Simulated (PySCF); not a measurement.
Geometry (Å), atoms numbered from 1 in this order:
```xyz
18

Al    1.685   -0.673   -0.372
H     2.322    0.705    0.138
H     2.600   -1.891   -0.851
N     0.452   -0.161   -1.808
Al   -1.276    0.563   -1.230
H    -2.170   -0.723   -0.897
H    -1.764    1.677   -2.265
N    -0.793    1.406    0.468
Al   -0.499    0.155    1.952
H    -1.938   -0.340    2.439
H     0.554    0.767    2.986
N     0.422   -1.287    0.989
H     0.269   -0.966   -2.413
H     0.932    0.511   -2.411
H    -1.547    2.045    0.733
H     0.031    2.005    0.359
H     0.934   -1.851    1.673
H    -0.270   -1.927    0.588
```

PySCF 2.14.0 with density-fitted response routines calculation with geometry: PBE0-D3(BJ)/def2-SVP and B3LYP/pcSseg-1 (pcSseg-2 on Al) with gauge-including orbitals; no solvent, no relativistic terms, fast rotation and ring inversion assumed for equivalent nuclei, a single conformation.

Referencing at the same level of theory: TMS for 1H; 27Al vs [Al(H2O)6]3+; 15N against NH3.

```csv
atoms,nucleus,count,δ (ppm)
H2/H3/H6/H7/H10/H11,1H,6,?
N4/N8/N12,15N,3,?
H13/H14/H15/H16/H17/H18,1H,6,0.60
Al1/Al5/Al9,27Al,3,151.0
```

Task: Estimate the values marked ?.

Result: 
- H2/H3/H6/H7/H10/H11: 4.21 ppm, hydrogen on an aluminium bonded to 2 N
- N4/N8/N12: 31.1 ppm, nitrogen bonded to 2 Al, 2 H

OH/NH shifts are gas-phase values; hydrogen bonding in solution moves them, usually downfield. Hydrides on Al or Ga are broadened by the quadrupolar metal nucleus. Experimental scales use liquid or dissolved standards, which lie at an offset from isolated NH3 (liquid NH3: subtract about 20 ppm).
